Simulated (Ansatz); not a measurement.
```json
{"atom": "C", "x (Å)": "0.6545", "y (Å)": "0.7413", "z (Å)": "-0.0188"}
{"atom": "C", "x (Å)": "-0.6372", "y (Å)": "0.7728", "z (Å)": "-0.0357"}
{"atom": "C", "x (Å)": "-0.6977", "y (Å)": "-0.7658", "z (Å)": "-0.0370"}
{"atom": "C", "x (Å)": "0.6497", "y (Å)": "-0.7393", "z (Å)": "-0.0005"}
{"atom": "H", "x (Å)": "1.4669", "y (Å)": "1.5952", "z (Å)": "-0.0160"}
{"atom": "H", "x (Å)": "-1.4432", "y (Å)": "1.5957", "z (Å)": "-0.0300"}
{"atom": "H", "x (Å)": "-1.4517", "y (Å)": "-1.5070", "z (Å)": "-0.0028"}
{"atom": "H", "x (Å)": "1.4091", "y (Å)": "-1.5228", "z (Å)": "0.0203"}
```

Basis set: cc-pVDZ (spherical functions). Left uncorrelated: 4 orbitals. Charge 0, multiplicity 1.

Computed with Ansatz (development build ahead of 0.2.0); each method stands on the lowest determinant of its kind that the runs found. Restricted open shells among the atoms or ions are ROHF, correlated in semicanonical orbitals with singles.

The atomization energy at this shape (free ground-state atoms in the same class of orbitals less the molecule, no zero-point energy) of singlet C₄H₄:

```tsv
method	atomization energy
RHF	24.84 eV
```

(1) What does RHF-MP2 give?

## Answers

(1) 33.00 eV. Caution: the shape is not the minimum.
